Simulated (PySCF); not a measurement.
BaF2, charge +1, doublet, at a GFN2-xTB geometry (such geometries of metal compounds can be far from the true shape) (a state made from the parent by changing its charge; the spin is typed, not shown lowest) (core potentials on Ba); B3LYP/def2-SVP run with PySCF.

Input for PySCF:
```python
from pyscf import gto, scf, dft

mol = gto.M(
    atom='''
Ba    0.24590841    0.26552384    0.24588166
F    -0.97404067    0.32198571   -1.79572242
F    -0.55605609   -1.97413404    0.26579212
''',
    basis='def2-svp',
    ecp={'Ba': 'def2-svp'},
    charge=1,
    spin=1,
    verbose=4,
)

mf = dft.UKS(mol)
mf.xc = 'b3lyp'
mf.kernel()
```

### Question
What does PySCF print? Leave out banner, timings and long lists.

### Answer

```
PySCF version 2.14.0

[INPUT] verbose = 4
[INPUT] num. atoms = 3
[INPUT] num. electrons = 27
[INPUT] charge = 1
[INPUT] spin (= nelec alpha-beta = 2S) = 1
[INPUT] symmetry False subgroup None
[INPUT] Mole.unit = angstrom
[INPUT] Symbol           X                Y                Z      unit          X                Y                Z       unit  Magmom
[INPUT]  1 Ba     0.245908410000   0.265523840000   0.245881660000 AA    0.464699546627   0.501767337143   0.464648996453 Bohr   0.0
[INPUT]  2 F     -0.974040670000   0.321985710000  -1.795722420000 AA   -1.840670100488   0.608464807924  -3.393423569541 Bohr   0.0
[INPUT]  3 F     -0.556056090000  -1.974134040000   0.265792120000 AA   -1.050793719997  -3.730572668781   0.502274312868 Bohr   0.0

nuclear repulsion = 53.8036568372654
number of shells = 21
number of NR pGTOs = 97
number of NR cGTOs = 51
basis = def2-svp
ecp = {'Ba': 'def2-svp'}

******** <class 'pyscf.dft.uks.UKS'> ********
method = UKS
initial guess = minao
damping factor = 0
level_shift factor = 0
DIIS = <class 'pyscf.scf.diis.CDIIS'>
diis_start_cycle = 1
diis_space = 8
diis_damp = 0
SCF conv_tol = 1e-09
SCF conv_tol_grad = None
SCF max_cycles = 50
direct_scf = True
direct_scf_tol = 1e-13
number electrons alpha = 14  beta = 13
XC library pyscf.dft.libxc version 7.1.2
    S. Lehtola, C. Steigemann, M. J. T. Oliveira, and M. A. L. Marques,  SoftwareX 7, 1–5 (2018)
XC functionals = b3lyp
    P. J. Stephens, F. J. Devlin, C. F. Chabalowski, and M. J. Frisch,  J. Phys. Chem. 98, 11623 (1994)
radial grids:
    Treutler-Ahlrichs [JCP 102, 346 (1995); DOI:10.1063/1.469408] (M4) radial grids

becke partition: Becke, JCP 88, 2547 (1988); DOI:10.1063/1.454033
pruning grids: <function nwchem_prune>
grids dens level: 3
symmetrized grids: False
atomic radii adjust function: <function treutler_atomic_radii_adjust>
small_rho_cutoff = 0
Set gradient conv threshold to 3.16228e-05
tot grids = 52448
init E= -214.79198765795

cycle= 1 E= -224.717255619496  delta_E= -9.93  |g|= 0.35  |ddm|=  1.6
cycle= 2 E= -224.655328081394  delta_E= 0.0619  |g|= 0.557  |ddm|= 0.647
cycle= 3 E= -224.767105213306  delta_E= -0.112  |g|= 0.0307  |ddm|= 0.401
cycle= 4 E= -224.761420411226  delta_E= 0.00568  |g|= 0.117  |ddm|= 0.111
cycle= 5 E= -224.767530595967  delta_E= -0.00611  |g|= 0.0145  |ddm|= 0.104
cycle= 6 E= -224.76764254699  delta_E= -0.000112  |g|= 0.00201  |ddm|= 0.0146
cycle= 7 E= -224.767655397029  delta_E= -1.29e-05  |g|= 0.00106  |ddm|= 0.00725
cycle= 8 E= -224.767665158338  delta_E= -9.76e-06  |g|= 0.000758  |ddm|= 0.00771
cycle= 9 E= -224.767676206431  delta_E= -1.1e-05  |g|= 0.000268  |ddm|= 0.0159
cycle= 10 E= -224.767677222258  delta_E= -1.02e-06  |g|= 5.3e-05  |ddm|= 0.00613
cycle= 11 E= -224.767677226109  delta_E= -3.85e-09  |g|= 2.13e-05  |ddm|= 0.000293
cycle= 12 E= -224.767677226373  delta_E= -2.64e-10  |g|= 6.1e-06  |ddm|= 5.81e-05
Extra cycle  E= -224.767677225469  delta_E= 9.04e-10  |g|= 4.51e-05  |ddm|= 3.99e-05
converged SCF energy = -224.767677225469  <S^2> = 0.76286686  2S+1 = 2.0128257
```
